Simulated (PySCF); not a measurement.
C2H6F2Si, SMILES C([SiH](F)F)C. Heavy atoms are numbered as in [SiH:1]([F:2])([F:3])[CH2:4][CH3:5]. Hydrogens are named by the atom that carries them.

Geometry: PBE0-D3(BJ)/def2-SVP. Other conformers were not sampled.

These are HF/pcSseg-1 run with PySCF values and carry that method's errors.

GIAO shieldings, no solvent; atoms alike by connectivity are averaged. δ = σ(ref) − σ: ²⁹Si against TMS (σ = 393.8 ppm); ¹⁹F against CFCl3 (σ = 238.5 ppm); ¹³C against TMS (σ = 192.6 ppm); ¹H against TMS (σ = 31.99 ppm), references at their B3LYP-D3(BJ)/def2-TZVP geometries, non-relativistic.

| nucleus | atoms | count | δ (ppm) |
|---|---|---|---|
| ²⁹Si | Si1 (SiH) | 1 | -13.2 |
| ¹⁹F | F2 | 2 | -132.1 |
| ¹³C | C4 (CH2) | 1 | 8.4 |
| ¹³C | C5 (CH3) | 1 | 7.6 |
| ¹H | H on Si1 | 1 | 4.71 |
| ¹H | H on C5 | 3 | 1.53 |
| ¹H | H on C4 | 2 | 0.75 |
